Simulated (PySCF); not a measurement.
## Dipole moment and polarisability of `C[C@H]1CC[SiH2]C1`

Compound: C5H12Si.
Geometry (PBE0-D3(BJ)/def2-SVP, Å), atoms numbered from 1 in this order:
```xyz
18
C5H12Si angstrom
C      2.150   -0.376   -0.405
C      0.649   -0.173   -0.537
C     -0.160   -1.018    0.458
C     -1.653   -0.684    0.319
Si    -1.648    1.186   -0.019
C      0.215    1.296   -0.363
H      2.496   -0.080    0.600
H      2.430   -1.430   -0.558
H      2.703    0.230   -1.139
H      0.346   -0.492   -1.553
H      0.183   -0.775    1.480
H      0.039   -2.094    0.313
H     -2.085   -1.206   -0.551
H     -2.241   -0.987    1.197
H     -2.075    2.012    1.154
H     -2.504    1.576   -1.184
H      0.490    1.920   -1.228
H      0.720    1.731    0.518
```

Level: wB97X-D/def2-SVPD (PySCF), static field, nuclei fixed, core orbitals frozen in the response. The polarisability tensor in these axes (au):

```
x   94.31 -5.91 -2.33
y   -5.91 85.96 -1.66
z   -2.33 -1.66 75.21
```

Q: What are the eigenvalues, a third of the trace, and Δα (Δα² = ½Σ(αi − αj)² over the three pairs)?

A: Principal values 74.38, 83.65 and 97.45 au; mean 85.16 au = 12.62 Å³ = 14.04 × 10⁻⁴⁰ C²·m²/J; Δα = 20.10 au (24 % of the mean).

Q: What is the dipole moment, and where does it point?

A: (0.50, -0.51, -0.08) D, 0.72 D in size, pointing from the negative to the positive side. Measured along this direction, the outermost atoms are H15 at the negative end and H8 at the positive end.

Q: What are the principal values of the traceless quadrupole moment, Θ = ½Σq(3rr − r²1), about the centre of nuclear charge?

A: -3.04, 1.23, 1.82 D·Å. The values depend on the origin, since the dipole doesn't vanish. The electronic extent ⟨r²⟩ about the same centre is 821 bohr², a root-mean-square distance of 2.03 Å for the 56 electrons.

Q: Refractivity n − 1 of an ideal gas of it at 350 K and 1 atm, from the electronic α?

A: N = p/kT = 2.0968 × 10¹⁹ cm⁻³, so n − 1 = 2π × N × 12.62 × 10⁻²⁴ cm³ = 1663 × 10⁻⁶ at long wavelengths.

Q: How large is μ²/3kT at 250 K beside α?

A: In Gaussian units μ²/3kT = 4.98 Å³ against 12.62 Å³, a ratio of 0.39; the Debye molar polarisation (4π/3)N_A(α + μ²/3kT) is 44.4 cm³/mol, leaving out the vibrational part.

One conformer (not necessarily the lowest) at the PBE0-D3(BJ)/def2-SVP geometry, without solvent, vibrations or thermal averaging.
